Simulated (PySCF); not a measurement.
# Dipole moment and polarisability of 2-tetrahydrofuroic acid

Species: 2-tetrahydrofuroic acid, C₅H₈O₃.
Atom-mapped SMILES: `[O:1]=[C:2]([OH:3])[C@H:4]1[CH2:5][CH2:6][CH2:7][O:8]1` (hydrogens: H9 on O3; H10 on C4; H11, H12 on C5; H13, H14 on C6; H15, H16 on C7)

Structure used (GFN2-xTB), in Å, numbered top down from 1:
```
atom  x, y, z in Å
O1     1.5430   -0.5680    1.6055
C2     1.7069   -0.2021    0.4746
O3     2.8729   -0.3293   -0.1677
C4     0.6439    0.4315   -0.4174
C5    -0.3776   -0.6520   -0.8530
C6    -1.7073   -0.1242   -0.3046
C7    -1.2424    0.8217    0.8034
O8    -0.0708    1.4226    0.2862
H9     3.5395   -0.7356    0.4107
H10    1.1442    0.9138   -1.2620
H11   -0.1244   -1.6097   -0.3975
H12   -0.3894   -0.7716   -1.9337
H13   -2.2366    0.4396   -1.0727
H14   -2.3529   -0.9152    0.0676
H15   -1.0096    0.2656    1.7198
H16   -1.9471    1.6219    1.0291
```

Level: PBE0/def2-SVPD (PySCF), static field, nuclei fixed, core orbitals frozen in the response. The polarisability tensor in these axes (au):

```
x   78.45 -3.83 -0.92
y   -3.83 58.67  0.38
z   -0.92  0.38 65.65
```

Q: What are the eigenvalues, a third of the trace, and Δα (Δα² = ½Σ(αi − αj)² over the three pairs)?

A: Principal values 57.95, 65.59 and 79.23 au; mean 67.59 au = 10.02 Å³ = 11.14 × 10⁻⁴⁰ C²·m²/J; Δα = 18.68 au (28 % of the mean).

Q: What is the dipole moment, and where does it point?

A: (-0.38, -1.21, -1.75) D, 2.16 D in size, pointing from the negative to the positive side. Measured along this direction, the outermost atoms are H16 and H15 at the negative end and H12 at the positive end.

Q: What would n − 1 = 2πNα be for an ideal gas of these molecules at 298.15 K and 1 atm, electronic part alone?

A: N = p/kT = 2.4615 × 10¹⁹ cm⁻³, so n − 1 = 2π × N × 10.02 × 10⁻²⁴ cm³ = 1549 × 10⁻⁶ at long wavelengths.

Q: Rayleigh depolarisation ratio (linearly polarised light, static tensor)?

A: ρ = 3Δα²/(45ᾱ² + 4Δα²) = 1046.4/(205577 + 1395.3) = 0.00506.

Q: Estimate the molar refractivity from the static electronic polarisability.

A: Lorentz–Lorenz: R = (4π/3)N_A α = 2.5225 cm³/(mol·Å³) × 10.02 Å³ = 25.3 cm³/mol, in the limit of long wavelengths.

Q: How large is μ²/3kT at 273 K beside α?

A: In Gaussian units μ²/3kT = 41.45 Å³ against 10.02 Å³, a ratio of 4.14; the Debye molar polarisation (4π/3)N_A(α + μ²/3kT) is 129.8 cm³/mol, leaving out the vibrational part.

Q: Directions of the eigenvectors, and the extent of the frame along each?

A: Largest value along (0.98, -0.18, -0.07), where the nuclei span 5.86 Å; middle along (0.07, 0.01, 1.00), 3.68 Å; least along (0.18, 0.98, -0.03), 2.97 Å. The response follows the extents in order.

The structure is a single GFN2-xTB conformer in the gas phase; no vibrational or solvent corrections.
